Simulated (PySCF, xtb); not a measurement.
CHOS, SMILES C(=S)=[OH+], charge +1.

Harmonic wavenumbers (cm⁻¹) from xtb with GFN2-xTB at its own minimum, in rising order: 377, 398, 848, 942, 1943, 3209.

Question: What does PBE-D3(BJ)/def2-TZVP in PySCF 2.14.0 give at its own minimum? (The exact figures need the calculation; the answer reports its results.)

Answer: 427, 461, 896, 993, 1900, 3467. Paired by order, the mean absolute difference is 86 cm⁻¹ and the zero-point energies are 11.0 and 11.6 kcal/mol.
